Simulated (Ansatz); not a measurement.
Reaction (formal loss of a carbene): `C[SiH](C)[GeH3]` → `C[SiH2][GeH3]` + `[CH2]` (triplet)

Computed with Ansatz on PBE0-D4/def2-TZVP structures; ΔE is electronic, products minus reactants. CCSD(T)/CBS is the MP2 limit (def2-TZVPP, def2-QZVPP) plus CCSD(T) − MP2 in def2-TZVPP, frozen cores. This one scheme is used for every species. Functionals use def2-TZVPP. B3LYP here is the variant with VWN-RPA as its local correlation; programs differ in this. Triplets are unrestricted, without spin–orbit coupling. For Ge outer-core shells are correlated without core-valence functions, which leaves a few kJ/mol of doubt a bond. Scalar relativity is left out up to krypton.

CCSD(T)/CBS gives +477.6 kJ/mol.

(1) Another level gave +475.4 kJ/mol. Which?
A. ωB97X-V/def2-TZVPP
B. CCSD(T)/def2-TZVPP
C. PBE/def2-TZVPP
D. B3LYP-D4/def2-TZVPP

Largest T1 diagnostic among the species: 0.011.

## Answers

(1) C. PBE 475.4, CCSD(T)/def2-TZVPP 464.8, ωB97X-V 485.6, B3LYP-D4 469.1 kJ/mol.

In def2-TZVPP, CCSD(T) changes the Hartree–Fock value by +141.6 kJ/mol (the triples alone add +11.7 kJ/mol) and MP2 by +157.3 kJ/mol. From PBE to PBE0 (25 % exact exchange), in def2-TZVPP and without D4, ΔE moves by −7.4 kJ/mol.
